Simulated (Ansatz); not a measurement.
CH3Cl2Sn, doublet, at a GFN2-xTB geometry (such geometries of metal compounds can be far from the true shape) (the spin is typed, not shown lowest) (all electrons, no relativity). Base run: PBE/3-21G (Ansatz, a program for electronic structure).

Ansatz was given this input:
Ansatz 0.2 input:
```yaml
crystal:
  periodic: [false, false, false]
  atoms:
    - {symbol: Sn, position_ang: [-0.25987517, 0.10089511, 0.41959888]}
    - {symbol: C, position_ang: [-1.92570834, -1.45600401, -0.35249903]}
    - {symbol: H, position_ang: [-1.41774794, -1.94074201, -1.17614683]}
    - {symbol: H, position_ang: [-2.78104771, -0.87777075, -0.67520745]}
    - {symbol: H, position_ang: [-2.16104505, -2.14229292, 0.44986603]}
    - {symbol: Cl, position_ang: [0.01934069, 1.63428595, -1.40025402]}
    - {symbol: Cl, position_ang: [1.79876807, -1.12534039, 0.37299158]}
basis:
  gaussian:
    orbitals: 3-21G.json
hamiltonian:
  xc: pbe
magnetization: {spin_polarized: true, initial_magnetization: 1}
```
The basis file holds 3-21G in the JSON format of the Basis Set Exchange.

Variants of this job, named by their change:

```csv
change,ΔE vs base (mEh)
base,0.000
"final_grid = 4, 8, 17",1.073
"final_grid = 10, 20, 41",0.000
"point_charge = charge:-1.0 position_ang:-4.9705, -5.0527, -1.0367",-10.397
lower_state_search = off,0.000
lower_state_search = full,0.000
"final_grid = 14, 28, 59",0.000
"point_charge = charge:0.5 position_ang:-1.5136, 0.2298, 5.4047",4.445
nuclear_model = gaussian,54.623
```
